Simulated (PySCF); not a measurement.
Vertical excitations of a molecule C₃H₈Ge from TDA-CAM-B3LYP/def2-SVPD (PySCF), as energy in eV (oscillator strength): 6.73 (0.010), 7.04 (0.655), 7.40 (0.001), 7.59 (0.017), 7.71 (0.089), 8.01 (0.003), 8.15 (0.013), 8.18 (0.003), 8.57 (0.003), 8.63 (0.021). Lowest triplet (TDA): 4.17 eV. Coordinates come from a B3LYP-D3(BJ)/def2-SVP optimisation. The values are those of a single conformer.

Which structure fits?
(A) C/C=[CH]\[GeH3]
(B) C1[CH2][GeH2][CH2]1
(C) C=[CH][GeH2][CH3]
(D) C=C[CH2][GeH3]

D, C=C[CH2][GeH3]
